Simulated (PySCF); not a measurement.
Isomers of C5H11FOSi2.

All values: PBE0/pcSseg-1 (PySCF) at GFN2-xTB geometries, gas phase, one conformer each.

Problem. Rank by the lowest IAO charge on any atom, highest value first.
A. `[O:1]=[CH:2][C@@H:3]([SiH3:4])[SiH2:5]/[CH:6]=[CH:7]\[CH2:8][F:9]` with O1–C2–C3–Si4 -85°, C2–C3–Si5–C6 -66°, C3–Si5–C6–C7 176°, C6–C7–C8–F9 7°
B. `[OH:1][CH2:2][C@@H:3]1[SiH2:4][CH:5]=[CH:6][SiH2:7][C@H:8]1[F:9]` with H–O1–C2–C3 173°, O1–C2–C3–Si4 -33°, C2–C3–Si4–C5 -165°, C3–Si4–C5–C6 10°, C5–C6–Si7–C8 16°, C6–Si7–C8–F9 -170°
C. `[CH3:1][C:2]#[C:3][SiH2:4][SiH2:5][C@@H:6]([F:7])[O:8][CH3:9]` with C3–Si4–Si5–C6 -161°, Si4–Si5–C6–F7 -150°, Si5–C6–O8–C9 175°
D. `[CH3:1][C:2](=[O:3])[SiH2:4][CH2:5]/[C:6]([SiH3:7])=[CH:8]/[F:9]` with C1–C2–Si4–C5 -175°, C2–Si4–C5–C6 179°, Si4–C5–C6–Si7 -78°

Solution. C (-0.439 e), D (-0.516 e), B (-0.542 e), A (-0.701 e).

Problem. Rank by LUMO energy, lowest first.
A. `[CH2:1]=[C:2]([F:3])[CH2:4][Si@:5]([CH3:6])([SiH3:7])[CH:8]=[O:9]` with C1–C2–C4–Si5 108°, C2–C4–Si5–C6 99°, C4–Si5–C8–O9 30°
B. `[CH3:1][C:2]#[C:3][SiH2:4][SiH2:5][C@@H:6]([F:7])[O:8][CH3:9]` with C3–Si4–Si5–C6 -161°, Si4–Si5–C6–F7 -150°, Si5–C6–O8–C9 175°
C. `[CH3:1][C:2](=[O:3])[SiH2:4][CH2:5]/[C:6]([SiH3:7])=[CH:8]/[F:9]` with C1–C2–Si4–C5 -175°, C2–Si4–C5–C6 179°, Si4–C5–C6–Si7 -78°
D. `[OH:1][CH2:2][C@@H:3]1[SiH2:4][CH:5]=[CH:6][SiH2:7][C@H:8]1[F:9]` with H–O1–C2–C3 173°, O1–C2–C3–Si4 -33°, C2–C3–Si4–C5 -165°, C3–Si4–C5–C6 10°, C5–C6–Si7–C8 16°, C6–Si7–C8–F9 -170°

Solution. A (-1.67 eV), C (-1.13 eV), D (-0.70 eV), B (-0.13 eV).

Problem. Rank by dipole moment, highest first.
A. `[OH:1][CH2:2][C@@H:3]1[SiH2:4][CH:5]=[CH:6][SiH2:7][C@H:8]1[F:9]` with H–O1–C2–C3 173°, O1–C2–C3–Si4 -33°, C2–C3–Si4–C5 -165°, C3–Si4–C5–C6 10°, C5–C6–Si7–C8 16°, C6–Si7–C8–F9 -170°
B. `[CH3:1][C:2]#[C:3][SiH2:4][SiH2:5][C@@H:6]([F:7])[O:8][CH3:9]` with C3–Si4–Si5–C6 -161°, Si4–Si5–C6–F7 -150°, Si5–C6–O8–C9 175°
C. `[CH3:1][C:2](=[O:3])[SiH2:4][CH2:5]/[C:6]([SiH3:7])=[CH:8]/[F:9]` with C1–C2–Si4–C5 -175°, C2–Si4–C5–C6 179°, Si4–C5–C6–Si7 -78°

Solution. C (2.12 D), B (1.81 D), A (1.54 D).

All values together:

| SMILES | μ (D) | HOMO (eV) | LUMO (eV) | lowest IAO charge (e) | highest IAO charge (e) | lowest Hirshfeld charge (e) | highest Hirshfeld charge (e) |
| --- | --- | --- | --- | --- | --- | --- | --- |
| CC(=O)[SiH2]C/C([SiH3])=C/F | 2.12 | -6.79 | -1.13 | -0.516 (C) | +0.683 (Si) | -0.220 (O) | +0.329 (Si) |
| O=C[C@@H]([SiH3])[SiH2]/C=C\CF | 1.45 | -7.27 | -0.79 | -0.701 (C) | +0.766 (Si) | -0.225 (O) | +0.324 (Si) |
| CC#C[SiH2][SiH2][C@@H](F)OC | 1.81 | -7.38 | -0.13 | -0.439 (C) | +0.488 (Si) | -0.193 (C) | +0.255 (Si) |
| C=C(F)C[Si@](C)([SiH3])C=O | 1.65 | -6.89 | -1.67 | -0.704 (C) | +0.718 (Si) | -0.210 (C) | +0.308 (Si) |
| OC[C@@H]1[SiH2]C=C[SiH2][C@H]1F | 1.54 | -7.77 | -0.70 | -0.542 (O) | +0.754 (Si) | -0.193 (O) | +0.327 (Si) |

Conformers: `[CH3:1][C:2](=[O:3])[SiH2:4][CH2:5]/[C:6]([SiH3:7])=[CH:8]/[F:9]` with C1–C2–Si4–C5 -175°, C2–Si4–C5–C6 179°, Si4–C5–C6–Si7 -78°; `[O:1]=[CH:2][C@@H:3]([SiH3:4])[SiH2:5]/[CH:6]=[CH:7]\[CH2:8][F:9]` with O1–C2–C3–Si4 -85°, C2–C3–Si5–C6 -66°, C3–Si5–C6–C7 176°, C6–C7–C8–F9 7°; `[CH3:1][C:2]#[C:3][SiH2:4][SiH2:5][C@@H:6]([F:7])[O:8][CH3:9]` with C3–Si4–Si5–C6 -161°, Si4–Si5–C6–F7 -150°, Si5–C6–O8–C9 175°; `[CH2:1]=[C:2]([F:3])[CH2:4][Si@:5]([CH3:6])([SiH3:7])[CH:8]=[O:9]` with C1–C2–C4–Si5 108°, C2–C4–Si5–C6 99°, C4–Si5–C8–O9 30°; `[OH:1][CH2:2][C@@H:3]1[SiH2:4][CH:5]=[CH:6][SiH2:7][C@H:8]1[F:9]` with H–O1–C2–C3 173°, O1–C2–C3–Si4 -33°, C2–C3–Si4–C5 -165°, C3–Si4–C5–C6 10°, C5–C6–Si7–C8 16°, C6–Si7–C8–F9 -170°.
